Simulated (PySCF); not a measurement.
CaTe⁺ from Hartree–Fock to correlated methods

State: ²Π (doublet), unpaired electrons π ↑. Set-up: Ca def2-SVP, Te def2-SVP with ECP28; scalar-relativistic core potentials (PySCF 2.14). De refers to Ca⁺ + Te in their high-spin ground configurations, without counterpoise correction. The functionals are run spin-unrestricted. A positive dipole points towards Te; it is taken about the centre of mass and depends on that origin.

```csv
Level,Re (Å),ωe (cm⁻¹),De (eV),μ (D)
UHF,2.881,250,0.98,-16.04
UHF-MP2,2.877,242,1.59,n/a
UHF-SCS-MP2,2.883,240,1.56,n/a
UHF-CCSD,2.889,238,1.56,n/a
UHF-CCSD(T),2.893,235,1.62,n/a
PBE,2.807,256,2.57,-12.88
revPBE,2.821,252,2.44,-13.01
r²SCAN,2.806,264,2.48,-13.89
M06-L,2.818,262,2.95,-13.95
PBE0,2.801,262,2.34,-13.76
M06,2.808,265,2.67,-13.71
ωB97X,2.799,269,2.55,-14.62
```

Q: Which functional lies closest to UHF-CCSD(T) in De, which farthest, and by how much do they differ from it?

A: Closest is PBE0 (-9.2 pm in Re, +11.5 % in ωe, +0.72 eV in De against UHF-CCSD(T) in the same basis), farthest M06-L (-7.5 pm in Re, +11.5 % in ωe, +1.33 eV in De). CCSD(T) converges more slowly with the basis than the functionals do and binds too weakly in this one, so the order can change at the basis-set limit.

Q: What does a quarter of exact exchange do here, going from PBE to PBE0?

A: PBE0 less PBE: -0.6 pm in Re, +2.3 % in ωe, -0.23 eV in De. Exact exchange removes part of the self-interaction that spreads semilocal densities, and in most molecules shortens and stiffens the bond and lowers De; so it does here.

Q: What does the step from GGA to meta-GGA do here, going from PBE to r²SCAN?

A: r²SCAN less PBE: -0.1 pm in Re, +3.1 % in ωe, -0.09 eV in De. 

Correlated steps freeze 9 core orbitals. Correlated levels converge slowly with the basis: in double zeta they bind strong bonds too weakly, by up to about 1 eV, and carry superposition errors of some tenths. Spin–orbit coupling is left out, which matters for elements this heavy, above all for dissociation energies. For an ion De counts to the pair picked by the measured ionisation energies or electron affinities, which need not be the lowest pair at this level. The state was picked by a PBE0 search and need not be the measured ground state.

The whole job (state search and all levels along the bond) took about 4.2 min on 1 thread of Arm Neoverse V1 (shared host), peak memory 0.6 GiB.
